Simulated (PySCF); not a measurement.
C₃H₅O, SMILES CC[C]=O, multiplicity 2.

The structure is a stationary point at PBE-D3(BJ)/def2-SVP. The isomer is the one that the SMILES or the coordinates give; other isomers of the formula were not compared. One conformer was computed; it need not be the lowest.

All values below come from TDA-PBE/def2-SVPD (PySCF).

Vertical excitations. 

| state | energy (eV) | λ (nm) | f | main pairs |
|---|---|---|---|---|
| root 1 | 2.24 | 554 | 0.002 | α HOMO→LUMO 100 % |
| root 2 | 4.57 | 271 | 0.013 | α HOMO→LUMO+1 99 % |
| root 3 | 5.11 | 243 | 0.027 | α HOMO→LUMO+2 100 % |
| root 4 | 5.53 | 224 | 0.056 | α HOMO→LUMO+3 88 %, β HOMO→LUMO 10 % |
| root 5 | 5.67 | 219 | 0.004 | α HOMO→LUMO+3 11 %, α HOMO→LUMO+4 6 %, β HOMO→LUMO 75 % |
| root 6 | 5.81 | 214 | 0.017 | α HOMO→LUMO+4 91 %, β HOMO→LUMO 5 % |
| root 7 | 6.05 | 205 | 0.006 | β HOMO−1→LUMO 86 % |
| root 8 | 6.34 | 196 | 0.001 | α HOMO−1→LUMO 44 %, β HOMO→LUMO+1 38 % |
| root 9 | 6.43 | 193 | 0.005 | β HOMO−2→LUMO 90 % |
| root 10 | 6.55 | 189 | 0.001 | α HOMO→LUMO+5 92 %, β HOMO−2→LUMO 5 % |
Unrestricted roots are not spin-pure.
